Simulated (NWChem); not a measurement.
# Lowest excitation of silanone (H₂OSi)

```xyz
4

Si     0.0000     0.0000     0.4410
O      0.0000     0.0000    -1.0911
H     -1.2354     0.0000     1.2774
H      1.2354     0.0000     1.2774
```
Charge 0, spin multiplicity 1.

Everything below was run with NWChem. All single points use one geometry, from PBE0/def2-SVP, a minimum by its harmonic frequencies.

Basis set: aug-cc-pVDZ.

The correlated methods keep 6 core orbitals frozen. B3LYP has NWChem's definition, with VWN1-RPA local correlation. Coupled-cluster values serve here as a point of comparison, not as the truth.

One of these methods gave a lowest vertical singlet excitation energy of 3.65 eV. Which?
(A) TD-B3LYP
(B) TD-PBE
(C) CIS
(D) EOM-CCSD

B, TD-PBE. The others give 4.11 (EOM-CCSD), 5.06 (CIS), 3.87 (TD-B3LYP).
